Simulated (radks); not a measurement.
Initial-state core-level shifts of the magnesium ion Mg+ when its valence configuration changes from [Ne] 3s1. Method: non-relativistic Kohn-Sham, BLYP, spin-polarised, spherical densities, point nucleus; open shells are filled with parallel spins first; computed with a radial shooting solver on a logarithmic mesh with Libxc functionals. Shifts are changes of the shell-averaged eigenvalues in eV (positive: less bound); the change of the density at the nucleus, which sets a Mossbauer isomer shift, is in e/bohr^3, on a base of 1097.

valence          1s      2s      2p  density at nucleus
3s0.5 3p0.5  -0.903  -0.891  -0.882             -1.0740
3p1          -1.788  -1.764  -1.746             -2.1696
